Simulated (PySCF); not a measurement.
**Spectroscopy problems**

PySCF 2.14 calculation with shielding tensors at PBE0/pcSseg-1 (GIAO) and coordinates at the GFN2-xTB level; no solvent, non-relativistic Hamiltonian, one conformer, rapidly exchanging positions averaged.

Scale: 1H, 13C vs TMS (reference shieldings calculated alike). Splittings of carbon signals by F and P are missing where no couplings were computed. Where no couplings were computed, multiplicities follow the n + 1 count of equivalent neighbours, and m marks all less simple cases (inequivalent or close neighbours, rings, F or P nearby). Shifts are as computed. Against solution values, carbons near 30 ppm lie about +3 ppm off and those near 130 ppm about +5 ppm. Of 1211 compounds with measured shifts, 218 miss one by over three times the rms of a fit or turn the order of signals round; such compounds aren't used in these exercises.

(1) C11H12. 1H NMR (600 MHz, computed): δ 6.79 (m, 1H), 6.78 (d, 1H), 6.71 (d, 1H), 5.58 (m, 1H), 5.40 (m, 1H), 5.34 (m, 1H), 5.25 (m, 1H), 3.81 (m, 1H), 3.77 (m, 1H), 1.99 (s, 3H). 13C{1H} NMR (computed): δ 165.6 (C), 164.1 (C), 146.9 (C), 145.0 (CH), 141.1 (CH), 139.2 (CH), 120.8 (CH2), 118.2 (CH2), 47.8 (CH), 45.6 (CH), 21.8 (CH3). Identify the compound.

(2) C6H9ClO2Si. 1H NMR (300 MHz, computed): δ 8.05 (s, 1H), 5.96 (m, 1H), 5.88 (m, 1H), 5.69 (m, 1H), 4.70 (m, 1H), 2.60 (m, 1H), 2.43 (m, 1H), 1.06 (m, 1H), 0.99 (m, 1H). 13C{1H} NMR (computed): δ 168.5 (CH), 138.9 (CH), 133.2 (CH), 70.8 (CH), 30.1 (CH2), 20.9 (CH2). Give a structure.

(3) C6H9NP2. 1H NMR (500 MHz, computed): δ 9.55 (m, 1H), 8.86 (m, 1H), 8.21 (m, 1H), 3.36 (s, 6H). 13C{1H} NMR (computed): δ 179.7 (C), 166.8 (CH), 150.4 (CH), 138.6 (CH), 44.3 (CH3). Give a structure.

## Answers

(1) `C=CC1=C[C@@H]2C(C(=C)C)=C[C@H]12`. The formula gives 6 degrees of unsaturation (2 rings in the answer). 11 carbon signals for 11 carbons: no two carbons are equivalent. Carbon types of the structure: 3 × C, 5 × CH, 2 × CH2, 1 × CH3, which accounts for all hydrogens. δC 165.6, 164.1, 146.9: fully substituted alkene carbon. δC 145.0, 141.1, 139.2: alkene CH; as expected for a trigonal carbon in a double bond. δC 120.8, 118.2: terminal =CH2 carbon; the olefinic region. δC 47.8, 45.6: allylic sp3 CH; a saturated carbon with 3 carbon neighbours and no heteroatom attached.

The data come from this structure; uniqueness wasn't tested.

(2) SMILES O=CO[C@@H]1C=CCC[Si@H]1Cl. The formula gives 3 degrees of unsaturation (1 ring in the answer). 6 carbon signals for 6 carbons: no two carbons are equivalent. Carbon types of the structure: 4 × CH, 2 × CH2, leaving 1 H on heteroatoms. δC 168.5: ester carbonyl carbon; lone-pair donation from the attached heteroatom keeps it upfield of a ketone carbonyl. δC 138.9, 133.2: alkene CH; an sp2 carbon of a C=C bond. δC 70.8: allylic sp3 CH bonded to O and Si; pulled downfield by the heteroatom. δH 5.96, 5.88: hydrogen on an alkene CH; a vinylic proton, deshielded by the sp2 carbon and the C=C anisotropy.

The data come from this structure; uniqueness wasn't tested.

(3) `CN(C)c1cpccp1`. 5 carbon signals for 6 carbons: some carbons are equivalent by symmetry or fast rotation. Carbon types of the structure: 1 × C, 3 × CH, 2 × CH3, which accounts for all hydrogens. δC 179.7: aromatic carbon bearing nitrogen; an ipso carbon deshielded by its heteroatom. δC 166.8, 150.4, 138.6: aromatic CH. δC 44.3: methyl carbon bonded to N; pulled downfield by the heteroatom. δH 9.55, 8.86, 8.21: hydrogen on an aromatic CH; the ring current deshields protons in the ring plane.

This is the structure that produced the data.
